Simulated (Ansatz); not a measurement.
`C[N]([SiH3])[InH2]` + `[AsH3]` → `[AsH2][InH2]` + `CN[SiH3]` at 400 K and 1 bar (ligand exchange at the In–N bond).

Computed with Ansatz on PBE0-D4/def2-TZVP structures; ΔE is electronic, products minus reactants. CCSD(T)/CBS is the MP2 limit (def2-TZVPP, def2-QZVPP) plus CCSD(T) − MP2 in def2-TZVPP, frozen cores. Elements past krypton have def2 core potentials. For As, In outer-core shells are correlated without core-valence functions, which leaves a few kJ/mol of doubt a bond. Scalar relativity is left out up to krypton.

```json
{"species": "`C[N]([SiH3])[InH2]`", "CCSD(T)/CBS energy (Eh)": "-576.45186", "H − E (kJ/mol)": "248.6", "S (J/(mol·K))": "408.3"}
{"species": "`[AsH3]`", "CCSD(T)/CBS energy (Eh)": "-2236.79077", "H − E (kJ/mol)": "72.0", "S (J/(mol·K))": "234.9"}
{"species": "`[AsH2][InH2]`", "CCSD(T)/CBS energy (Eh)": "-2427.20683", "H − E (kJ/mol)": "95.5", "S (J/(mol·K))": "339.8"}
{"species": "`CN[SiH3]`", "CCSD(T)/CBS energy (Eh)": "-386.04948", "H − E (kJ/mol)": "233.7", "S (J/(mol·K))": "327.3"}
```

H − E and S are ideal-gas, rigid-rotor, harmonic terms from PBE0-D4/def2-TZVP, for one conformer and one mirror image of each species. 1 Eh = 2625.50 kJ/mol, R = 8.31446 J/(mol·K).

Task: By hand: ΔE, ΔH, ΔS and ΔG.

Result: ΔE = (-2427.20683) + (-386.04948) − (-576.45186) − (-2236.79077) = -0.01368 Eh = -35.9 kJ/mol. Δ(H − E) = 95.5 + 233.7 − 248.6 − 72.0 = 8.6, so ΔH = -27.3 kJ/mol. ΔS = 339.8 + 327.3 − 408.3 − 234.9 = 23.9 J/(mol·K). ΔG = -27.3 − 400 × (23.9)/1000 = -36.9 kJ/mol.

Task: By hand: the equilibrium constant, and the temperature at which ΔG would vanish if ΔH and ΔS stayed fixed.

Result: log₁₀ K = −ΔG/(RT ln 10) = 4.8. ΔH and −TΔS have one sign here, so there is no such temperature.

TΔS isn't small against ΔH here. A doubt of 5 kJ/mol in ΔE shifts log₁₀ K by 0.7 here. Other conformers and mirror images would add mixing entropy, several J/(mol·K) or more a flexible species. These are equilibria of isolated gas molecules and say nothing of rates. Largest T1 diagnostic: 0.015 (customary marks: 0.02 for closed shells, 0.045 for open ones).
